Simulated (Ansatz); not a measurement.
CoO, quartet (typed; the unrestricted solution is spin-contaminated), at a GFN2-xTB geometry (such geometries of metal compounds can be far from the true shape); B3LYP/def2-SVP (Ansatz, a quantum-chemistry and plane-wave program).

Here is a job for Ansatz.
Ansatz 0.2 input:
```yaml
crystal:
  periodic: [false, false, false]
  atoms:
    - {symbol: Co, position_ang: [-0.00000000, -0.00000000, -0.35224532]}
    - {symbol: O, position_ang: [0.00000000, 0.00000000, 1.18882794]}
basis:
  gaussian:
    orbitals: def2-SVP
hamiltonian:
  xc: b3lyp
magnetization: {spin_polarized: true, initial_magnetization: 3}
```

What the program printed (banner, timings and long lists left out):

```
Functional definition: B3LYP
460 factors; integrals over basis functions are off by at most 7.5e-4 eV
mean field evaluation 1: about -39659.4586 eV, gradient 4.0e1 eV
mean field evaluation 2: about -39620.8630 eV, gradient 1.0e2 eV
mean field evaluation 4: about -39661.3833 eV, gradient 3.7e1 eV
mean field evaluation 8: about -39665.3890 eV, gradient 1.5e-1 eV
mean field evaluation 16: about -39665.7589 eV, gradient 1.2e0 eV
mean field evaluation 32: about -39665.3071 eV, gradient 1.1e1 eV
mean field -39666.02488806 eV, -1457.6995280388 hartree, gradient 8.5e-6 eV, S^2 3.858102; 4 other end points of the search recorded, 0 dependent functions left out
reference -39666.02508707 eV, -1457.6995353525 hartree; 19, 16 occupied and 26, 29 virtual orbitals, 460 factors
Total energy: -39666.02508707 eV, -1457.6995353525 hartree
```
